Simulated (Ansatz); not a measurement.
Ansatz (a first-principles code) input:

Ansatz 0.2 input:
```yaml
crystal:
  periodic: [false, false, false]
  atoms:
    - {symbol: Si, position_ang: [-0.39122148, -0.00392765, -0.14293990]}
    - {symbol: O, position_ang: [1.07804274, 0.01082296, 0.39388257]}
    - {symbol: H, position_ang: [-0.77408969, -1.12851728, -1.10522094]}
    - {symbol: H, position_ang: [-1.51293322, -0.12047047, 0.88926902]}
    - {symbol: H, position_ang: [-0.86021828, 1.21739118, -0.93395004]}
basis:
  gaussian:
    orbitals: def2-TZVPD
hamiltonian:
  xc: {name: r2SCAN}
total_charge: -1
output: {forces: true}
```

Question: Which total energy does the run end on?

Answer: -366.55336 Eh (r2SCAN/def2-TZVPD). The basis has 110 functions.

It need not be the lowest isomer of its formula. Whether it binds its extra electron was not tested at this geometry.
